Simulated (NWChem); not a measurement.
System: CH6ClNOSi; SMILES O[Si](Cl)(C)N

NWChem printed, in part:

```
             Northwest Computational Chemistry Package (NWChem) 7.3.0
             --------------------------------------------------------

                             Geometry "geometry" -> ""
                             -------------------------

 Output coordinates in angstroms (scale by  1.889725989 to convert to a.u.)

  No.       Tag          Charge          X              Y              Z
 ---- ---------------- ---------- -------------- -------------- --------------
    1 C                    6.0000     1.70163900     1.01806400     0.17584900
    2 Si                  14.0000    -0.02666800     0.34622100     0.06492200
    3 N                    7.0000    -0.84255800     1.08220100    -1.25703900
    4 O                    8.0000    -0.93419500     0.56265300     1.43672300
    5 Cl                  17.0000     0.11914100    -1.72307200    -0.08587000
    6 H                    1.0000     2.28493000     0.76482100    -0.72300200
    7 H                    1.0000     2.21841100     0.58193800     1.04371800
    8 H                    1.0000     1.69613100     2.11333600     0.28949100
    9 H                    1.0000    -1.77461000     0.76386000    -1.50315200
   10 H                    1.0000    -0.31575000     1.30631200    -2.09461000
   11 H                    1.0000    -1.37125300     1.41824800     1.48866900

 Effective nuclear repulsion energy (a.u.)     308.9067335597

                                 NWChem DFT Module
                                 -----------------

 Summary of "ao basis" -> "ao basis" (spherical)
 ------------------------------------------------------------------------------
       Tag                 Description            Shells   Functions and Types
 ---------------- ------------------------------  ------  ---------------------
 C                          def2-svp                 6       14   3s2p1d
 Si                         def2-svp                 8       18   4s3p1d
 N                          def2-svp                 6       14   3s2p1d
 O                          def2-svp                 6       14   3s2p1d
 Cl                         def2-svp                 8       18   4s3p1d
 H                          def2-svp                 3        5   2s1p

 in cosmo_initialize ...
 calling solv_data for solv:benzene

 solvent parameters
 solvname_short: benzene
 solvname_long:  benzene
 dielec:        2.2706
 dielecinf:     2.2533
 nonaqueous SMD model solvent descriptors
 dielec:        2.2706
 sola:          0.0000
 solb:          0.1400
 solc:          1.0000
 solg:         40.6200
 solh:          0.0000
 soln:          1.5011

          ---------------
          -cosmo- solvent
          ---------------
 Cosmo: York-Karplus, doi: 10.1021/jp992097l
 dielectric constant -eps-     =   2.27
 screen = (eps-1)/(eps    )    =   0.55959
 surface charge correction     = lagrangian

   van der Waals surface
 --------------------------

[...]

                                COSMO-SMD solvation results
                                ---------------------------

             internal energy in gas <Psi(g)|H|Psi(g)> =      -921.196474174727
         internal energy in solvent <Psi(s)|H|Psi(s)> =      -921.196152625045
                               delta internal energy  =         0.000321549682 (    0.20 kcal/mol)
   total free energy in solvent <Psi(s)|H+V/2|Psi(s)> =      -921.202387972923
 polarization energy contribution <Psi(s)|V/2|Psi(s)> =        -0.006235347878 (   -3.91 kcal/mol)
    total free energy in solvent including G(SMD-CDS) =      -921.204084043077
                       G(SMD-CDS) energy contribution =        -0.001696070154 (   -1.06 kcal/mol)
     1 M fixed-concentration free energy of solvation =        -0.007609868350 (   -4.78 kcal/mol)

                       DFT Final Molecular Orbital Analysis
                       ------------------------------------

 Vector   27  Occ=2.000000D+00  E=-3.064642D-01
              MO Center= -1.7D-01, -6.3D-01,  4.4D-01, r^2= 3.4D+00
   Bfn.  Coefficient  Atom+Function         Bfn.  Coefficient  Atom+Function
  ----- ------------  ---------------      ----- ------------  ---------------
    71      0.380010   5 Cl px               50     -0.286669   4 O  px
    73     -0.288056   5 Cl pz               68      0.274304   5 Cl px
    70     -0.219299   5 Cl pz               53     -0.218099   4 O  px
    51     -0.191341   4 O  py               52     -0.182359   4 O  pz
    65      0.160573   5 Cl px               55     -0.137548   4 O  pz

 Vector   28  Occ=2.000000D+00  E=-3.001142D-01
              MO Center=  3.6D-01, -4.5D-01,  1.2D-01, r^2= 3.7D+00
   Bfn.  Coefficient  Atom+Function         Bfn.  Coefficient  Atom+Function
  ----- ------------  ---------------      ----- ------------  ---------------
    71      0.431573   5 Cl px               68      0.319810   5 Cl px
     4      0.260948   1 C  px                3     -0.224682   1 C  s
    50      0.199992   4 O  px               72      0.188549   5 Cl py
    65      0.186243   5 Cl px                7      0.180723   1 C  px
    53      0.144911   4 O  px                5      0.136542   1 C  py

 Vector   29  Occ=2.000000D+00  E=-2.651517D-01
              MO Center= -6.7D-01,  6.7D-01, -9.5D-01, r^2= 2.6D+00
   Bfn.  Coefficient  Atom+Function         Bfn.  Coefficient  Atom+Function
  ----- ------------  ---------------      ----- ------------  ---------------
    37      0.482753   3 N  py               40     -0.400417   3 N  py
    73      0.220341   5 Cl pz               72     -0.165742   5 Cl py
    38      0.162610   3 N  pz               70      0.159408   5 Cl pz
    41     -0.125012   3 N  pz               36     -0.112025   3 N  px
    26     -0.107343   2 Si py               69     -0.107745   5 Cl py

 Vector   30  Occ=0.000000D+00  E= 3.909486D-02
              MO Center= -3.5D-01,  1.1D+00, -1.4D-01, r^2= 7.1D+00
   Bfn.  Coefficient  Atom+Function         Bfn.  Coefficient  Atom+Function
  ----- ------------  ---------------      ----- ------------  ---------------
     3      1.241214   1 C  s                35      0.831093   3 N  s
    18     -0.691398   2 Si s               105     -0.626992  11 H  s
    49      0.566802   4 O  s               100     -0.554522  10 H  s
    80     -0.546876   6 H  s                90     -0.478900   8 H  s
    95     -0.457141   9 H  s                85     -0.396281   7 H  s

 Vector   31  Occ=0.000000D+00  E= 7.133602D-02
              MO Center= -5.8D-01,  8.9D-01, -9.4D-02, r^2= 6.4D+00
   Bfn.  Coefficient  Atom+Function         Bfn.  Coefficient  Atom+Function
  ----- ------------  ---------------      ----- ------------  ---------------
    35      0.982795   3 N  s               105      0.772970  11 H  s
    49     -0.645340   4 O  s                95     -0.579266   9 H  s
    27      0.512081   2 Si pz              100     -0.513481  10 H  s
     3      0.451716   1 C  s                85     -0.451693   7 H  s
    26     -0.249621   2 Si py               24      0.183424   2 Si pz

 Vector   32  Occ=0.000000D+00  E= 8.766836D-02
              MO Center=  8.0D-01,  1.0D+00, -9.8D-02, r^2= 7.2D+00
   Bfn.  Coefficient  Atom+Function         Bfn.  Coefficient  Atom+Function
  ----- ------------  ---------------      ----- ------------  ---------------
     3      2.260013   1 C  s                90     -1.171068   8 H  s
    85     -0.720087   7 H  s                80     -0.682724   6 H  s
    25     -0.631996   2 Si px               35     -0.614214   3 N  s
    95      0.554040   9 H  s                18     -0.479246   2 Si s
   100      0.327573  10 H  s               105      0.233049  11 H  s

     Multipole analysis of the density
     ---------------------------------

     L   x y z        total         alpha         beta         nuclear
     -   - - -        -----         -----         ----         -------
     0   0 0 0     -0.000000    -29.000000    -29.000000     58.000000

     1   1 0 0     -0.104894     -1.212996     -1.212996      2.321098
     1   0 1 0      1.212156     -0.044366     -0.044366      1.300887
     1   0 0 1     -0.709636     -1.960931     -1.960931      3.212226

     2   2 0 0    -30.175896   -100.301029   -100.301029    170.426161
     2   1 1 0     -0.861432      1.180561      1.180561     -3.222554
     2   1 0 1      0.882534     -0.836518     -0.836518      2.555571
     2   0 2 0    -33.409407   -157.389274   -157.389274    281.369140
     2   0 1 1      0.582384      0.752425      0.752425     -0.922466
     2   0 0 2    -31.081564    -84.289461    -84.289461    137.497358
```

Level: B3LYP/def2-SVP, SMD on the gas-phase geometry. All runs use the structure optimised with PBE0/def2-SVP. B3LYP is NWChem's, with the RPA form of VWN correlation. Solvent: benzene.

### Question
Which NWChem input produces such a log?

### Answer
Several could match; the one computed here: the input that was run:
```
start job
memory heap 200 mb stack 900 mb global 1100 mb
geometry units angstroms noautosym nocenter noautoz
  C      1.701639     1.018064     0.175849
  Si    -0.026668     0.346221     0.064922
  N     -0.842558     1.082201    -1.257039
  O     -0.934195     0.562653     1.436723
  Cl     0.119141    -1.723072    -0.085870
  H      2.284930     0.764821    -0.723002
  H      2.218411     0.581938     1.043718
  H      1.696131     2.113336     0.289491
  H     -1.774610     0.763860    -1.503152
  H     -0.315750     1.306312    -2.094610
  H     -1.371253     1.418248     1.488669
end
basis spherical
  * library def2-svp
end
dft
  xc b3lyp
  iterations 150
end
cosmo
  do_cosmo_smd true
  solvent benzene
end
task dft energy
```
